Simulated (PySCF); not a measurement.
PySCF job for C2H6F2Si, SMILES [C@H](C)(F)[SiH2]F, PBE/pcSseg-1. The structure is a stationary point at PBE0-D3(BJ)/def2-SVP. The structure was generated by enumeration; whether it is a known compound was not checked. The values are those of a single conformer.

```python
import numpy as np
from pyscf import gto, scf, dft
from pyscf.prop.nmr import rks as nmr

mol = gto.M(
    atom='''
    C    -1.97004607    0.49715499    0.53225095
    C    -0.80716376    0.10549915   -0.35289817
    F    -0.44705481    1.18759309   -1.14960598
    Si    0.72800698   -0.42067123    0.62438936
    F     1.86303124   -0.96865860   -0.40236895
    H    -2.32248110   -0.36462474    1.11950790
    H    -2.80875830    0.85931005   -0.08156526
    H    -1.69084332    1.30213593    1.22999811
    H    -1.11170823   -0.71566416   -1.02886211
    H     1.28012275    0.75296179    1.35401671
    H     0.38104164   -1.53105696    1.55711107
    ''',
    basis='pcSseg-1',
    charge=0,
    spin=0,
    max_memory=1600,
    verbose=3,
)
mf = dft.RKS(mol, xc='pbe')
mf.grids.level = 3
mf.conv_tol = 1e-10
mf.max_cycle = 100
mf.kernel()
n = nmr.NMR(mf)
n.verbose = 2
n.max_cycle_cphf = 60
sigma = n.kernel()
print('atom   isotropic/ppm   span/ppm')
for i, s in enumerate(sigma):
    w = np.linalg.eigvalsh((s + s.T) / 2)
    print(f'{mol.atom_symbol(i):2s}{i + 1:3d} {w.mean():14.3f} {w[2] - w[0]:11.3f}')
```

Log of the run:

```
converged SCF energy = -568.564008833441
atom   isotropic/ppm   span/ppm
C   1        164.729      35.645
C   2         91.237     100.626
F   3        401.184      67.486
Si  4        329.852     136.291
F   5        384.523      58.959
H   6         30.327       9.836
H   7         29.437       9.205
H   8         29.992       8.366
H   9         26.265       5.783
H  10         26.006       6.986
H  11         26.068       7.497
```

The calculation finished and met its thresholds.

Cost: about 26 core-seconds (a rough figure).
